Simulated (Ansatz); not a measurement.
CFI$_{2}$, SMILES `F[C](I)I` radical at its PBE0-D4/def2-TZVP geometry, where that method's forces vanish. The species carries charge 0 and has multiplicity 2. I: def2 effective core potential.

| atom | x (Å) | y (Å) | z (Å) |
| --- | --- | --- | --- |
| F1 | -0.1885 | -1.3039 | -0.5899 |
| C2 | 0.1424 | -0.0623 | -0.2857 |
| I3 | 1.4881 | 0.0817 | 1.2991 |
| I4 | -1.4420 | 1.2845 | -0.4235 |

For each bond, give half the difference of the two atoms' forces along it (eV/Å; positive pushes the atoms apart) under PBE-D4, r2SCAN-D4, B3LYP-D4, ωB97M-V in def2-TZVPP. (An estimate is asked.)

Computed: 
```tsv
bond	length (Å)	PBE-D4	r2SCAN-D4	B3LYP-D4	ωB97M-V
F1–C2	1.320	0.60	0.26	0.31	0.29
C2–I3	2.084	0.17	0.14	0.18	-0.12
C2–I4	2.084	0.17	0.14	0.18	-0.12
```

B3LYP here is the variant with VWN-RPA as its local correlation; programs differ in this.
